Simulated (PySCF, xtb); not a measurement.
C2H9FSi2, SMILES CC[SiH2][SiH2]F. The values are those of a single conformer.

Harmonic wavenumbers (cm⁻¹) from xtb with GFN2-xTB at its own minimum, in rising order: 2, 54, 93, 162, 219, 265, 379, 420, 472, 562, 602, 679, 701, 722, 737, 788, 798, 820, 978, 1019, 1074, 1242, 1289, 1420, 1482, 1510, 1512, 2176, 2185, 2257, 2286, 2955, 2972, 3011, 3028, 3035.

### Question
What does PBE-D3(BJ)/def2-SVP in PySCF give at its own minimum? (Estimate from the structure and the level; the computed values follow.)

### Answer
35, 66, 89, 167, 214, 255, 396, 412, 487, 592, 649, 707, 744, 750, 814, 867, 893, 917, 955, 962, 1027, 1205, 1208, 1345, 1383, 1423, 1426, 2132, 2143, 2147, 2159, 2965, 2973, 3021, 3048, 3057. Paired by order, the mean absolute difference is 45 cm⁻¹ and the zero-point energies are 62.8 and 62.4 kcal/mol.
